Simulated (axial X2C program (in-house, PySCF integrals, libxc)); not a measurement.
Nuclear properties of CoC⁺

Computed with an in-house all-electron X2C program for linear molecules (integrals from PySCF): two-component X2C with atomic mean-field Coulomb and Gaunt terms, Gaussian nuclei, basis Co dyall-cv3z, C dyall-v3z with contracted cores.

R = 1.652 Å (near the PBE0 minimum at charge 1 of the determinant lowest at the starting distance; the state shown can have its own minimum elsewhere).

Input and command:
```json
{"zs": [27, 6], "q": 1, "bas": ["dyall-cv3z", "dyall-v3z"], "r0": 1.7, "levels": ["PBE0", "HF", "BP86", "LDA", "PBE"], "nst": 3}
```
```bash
python soeom.py task.json out
```

Keys: zs atomic numbers; q charge; bas basis sets; r0 starting distance in Å; levels methods; nst determinants followed.

Determinant lowest in the PBE0 search, Ω = 2 (⟨Sz⟩ = 0.00, ⟨Lz⟩ = 2.00 at PBE0), spin on the atoms Co 0.87, C -0.87:

```tsv
level	Eeff magnitude (GV/cm)	Ws magnitude Co (kHz)	A∥/gI Co (MHz)	qzz Co (a.u.)	A∥/gI C (MHz)	qzz C (a.u.)
PBE0	0.655	0.15	-91	-0.86	-44.8	-0.48
BP86	0.678	0.14	-268	-0.65	-34.7	-0.74
LDA	0.668	0.137	-267	-0.65	-38.3	-0.74
PBE	0.67	0.139	-254	-0.66	-33.9	-0.71
```

Eeff is the effective electric field on the electron electric dipole moment in this Ω state and Ws the scalar–pseudoscalar constant of the nucleus named (defined with the proton number Z and per Ω); A∥ (defined per Ω) follows by multiplying with gI = μI/(I μN); qzz is the electric field gradient, eQq0 = 234.96 MHz × Q/barn × qzz. The operators were transformed with the bare-nucleus X2C matrices; with these basis sets, hyperfine constants and field gradients can be off by tens of per cent, and where levels differ in sign neither size nor sign is settled.

With Q(59Co) = 0.42 barn, gI(13C) = 1.4048 (g factors from the IAEA table of nuclear moments by Stone; Q from Pyykkö, Mol. Phys. 2018), turn the PBE0 values of the first state into constants in MHz.

eQq0(59Co) = 234.96 × (0.42) × (-0.86) = -84.9 MHz; A∥(13C) = -44.8 × 1.4048 = -62.9 MHz.

Each state is one determinant with collinear spin, which with several unpaired electrons need not be a pure state. With several open shells hyperfine constants can be off by a factor of several. In the state Ω = 2 the atomic spins oppose each other (0.87, -0.87): a broken-symmetry determinant whose values are not spin-projected. Open-shell Ω = 0 determinants with evenly filled partner blocks cannot be reached by this program, so the Ω shown need not be the lowest component. Left out as unconverged or as another state under the same occupation: HF in at least one table. At BP86, LDA, PBE a later determinant lies lower. States lie within half an eV, so the first need not be the ground state. Further determinants of the search, some of them spin-mixed, are not shown. Where a field gradient or hyperfine factor spreads by more than a factor of two over the levels, a constant derived from it is not to be relied on.
